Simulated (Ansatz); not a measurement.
Reaction (ligand exchange at the Si–C bond): `BC([SiH3])[SiH2]Cl` + `[NH2][In]([OH])[SH]` → `[NH2][In]([SH])[O][SiH3]` + `BC[SiH2]Cl`

Isolated molecules relaxed with PBE0-D4/def2-TZVP in Ansatz; ΔE leaves out vibrations. CCSD(T)/CBS is the MP2 limit (def2-TZVPP, def2-QZVPP) plus CCSD(T) − MP2 in def2-TZVPP, frozen cores. Functionals use def2-TZVPP. def2 core potentials past Kr. For In outer-core shells are correlated without core-valence functions, which leaves a few kJ/mol of doubt a bond. One conformer a species, not always the lowest.

`BC([SiH3])[SiH2]Cl`:

Cartesian coordinates in Å:
```
B 1.024 1.133 -0.657
C -0.187 0.195 -0.560
Si 0.656 -1.474 -0.231
Si -1.287 0.509 0.904
Cl -2.383 2.228 0.608
H 1.683 1.350 0.322
H 1.363 1.612 -1.699
H -0.772 0.103 -1.479
H 2.048 -1.481 -0.755
H 0.707 -1.734 1.232
H -0.117 -2.543 -0.908
H -2.265 -0.591 1.097
H -0.471 0.691 2.125
```

`[NH2][In]([OH])[SH]`:

Z-matrix (Å, degrees):
```
N
In 1 2.011
H 1 1.010 2 116.5
H 1 1.011 2 114.7 3 -129.0
O 2 1.981 1 115.3 3 153.0
S 2 2.379 1 125.8 3 -33.0
H 5 0.960 2 113.4 1 173.8
H 6 1.344 2 93.3 1 2.1
```

`[NH2][In]([SH])[O][SiH3]`:

Cartesian coordinates in Å:
```
N -1.241 1.887 -0.370
In 0.590 1.125 -0.063
S 2.708 2.160 -0.021
O 0.689 -0.856 0.041
Si -0.397 -2.062 0.092
H -1.396 2.839 -0.071
H -2.000 1.306 -0.040
H 3.322 0.969 0.096
H -1.785 -1.538 0.296
H -0.095 -2.989 1.217
H -0.395 -2.843 -1.176
```

`BC[SiH2]Cl`:

Cartesian coordinates in Å:
```
B -0.587 0.339 1.462
C 0.230 0.710 0.213
Si 0.184 -0.705 -1.018
Cl 1.288 -0.175 -2.673
H -0.075 -0.238 2.377
H -1.761 0.569 1.515
H 1.298 0.856 0.407
H -0.174 1.559 -0.347
H -1.196 -0.981 -1.478
H 0.791 -1.933 -0.457
```

```json
{"level": "ωB97X-V", "ΔE (kJ/mol)": "-90.7"}
{"level": "CCSD(T)/def2-TZVPP", "ΔE (kJ/mol)": "-91.0"}
```

What does CCSD(T)/CBS give? (Estimate.)

Computed: -90.0 kJ/mol. The listed levels differ from it by -0.7, -1.0 kJ/mol.

Largest T1 diagnostic among the species: 0.015.

The D4 term adds +7.2 kJ/mol with B3LYP and +3.7 kJ/mol with PBE0; it sums over pairs of atoms, weighted by their polarisabilities, and B3LYP, whose exchange is more repulsive, gets the larger term. In def2-TZVPP, CCSD(T) changes the Hartree–Fock value by +32.2 kJ/mol (the triples alone add +4.8 kJ/mol) and MP2 by +33.2 kJ/mol.

B3LYP here is the variant with VWN-RPA as its local correlation; programs differ in this.
